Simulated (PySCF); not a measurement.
An equivalent PySCF input for Dy³⁵⁺ (dysprosium, charge +35), [Ar] 3d10 4s2 4p1, 2P determinant, with the non-relativistic Hamiltonian (point nucleus):

```python
from pyscf import gto, scf, dft, mp, cc
mol = gto.M(atom="Dy 0 0 0", charge=35, spin=1, symmetry="D2h",
            basis=gto.etbs([(0, 17, 3, 2.5), (1, 12, 3.9, 2.5), (2, 8, 6.9, 2.5), (3, 4, 20, 2.7), (4, 4, 30, 2.7)]))
mf = scf.UHF(mol)
mf.irrep_nelec = {'Ag': (6, 6), 'B1g': (1, 1), 'B2g': (1, 1), 'B3g': (1, 1), 'B1u': (2, 2), 'B2u': (3, 2), 'B3u': (2, 2)}
mf.kernel()
```

It reaches the same state as the run whose output follows, and the same energy. The run itself started from symmetry-adapted Hartree-Fock orbitals and held the occupation by maximum overlap, so the iterations belong to that start.

```
SCF conv_tol = 1e-09
number electrons alpha = 16  beta = 15
cycle= 1 E= -10939.6792208575  delta_E= -0.00978  |g|= 0.0607  |ddm|= 0.0988
cycle= 2 E= -10939.6796741422  delta_E= -0.000453  |g|= 0.0139  |ddm|= 0.0221
cycle= 3 E= -10939.6796994429  delta_E= -2.53e-05  |g|= 0.00022  |ddm|= 0.00652
cycle= 4 E= -10939.6796994463  delta_E= -3.45e-09  |g|= 2.4e-05  |ddm|= 6.58e-05
cycle= 5 E= -10939.6796994464  delta_E= -2.91e-11  |g|= 2.92e-06  |ddm|= 6.6e-06
converged SCF energy = -10939.6796994464  <S^2> = 0.75260216  2S+1 = 2.0026005
```

A non-relativistic calculation at this Z misses sizeable relativistic shifts. Spin-orbit coupling, absent here, splits the open shell strongly.
